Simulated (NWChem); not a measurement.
Molecule: AlN$_{2}$H$_{4}$Br; SMILES [NH2][Al]([Br])[NH2]

```xyz
8

Al     0.0000     0.0000    -0.9382
Br     0.0000     0.0000     1.3252
N      0.0000     1.5558    -1.7710
H      0.0000     1.6942    -2.7746
H      0.0000     2.4500    -1.2945
N      0.0000    -1.5558    -1.7710
H      0.0000    -1.6942    -2.7746
H      0.0000    -2.4500    -1.2945
```
Atoms are numbered in this order, from 1.

Level: PBE0/def2-SVP (NWChem), optimised geometry, unscaled harmonic frequencies. This build's default masses of Se (78.918 u) and Br (79.917 u) are each other's, which moves their modes by up to 0.6 %.

```csv
frequency (cm⁻¹),IR intensity (km/mol)
150,3.1
175,1.1
210,0.0
232,17.1
349,46.4
353,0.0
380,25.8
386,323.4
604,14.4
688,59.3
796,227.9
915,134.7
1519,90.9
1528,21.0
3626,59.9
3628,13.2
3720,52.1
3720,20.3
```

```
Property                                                                            Value
-----------------------------------------------------------------------  ----------------
zero-point energy                                                           32.8 kcal/mol
thermal correction to the enthalpy at 298.15 K (with zero-point energy)     37.8 kcal/mol
heat capacity Cv                                                         22.7 cal/(mol K)
entropy at 298.15 K and 1 atm (symmetry number 2)                        81.2 cal/(mol K)
dipole moment                                                                      2.76 D
```

Rigid rotor and harmonic oscillator.
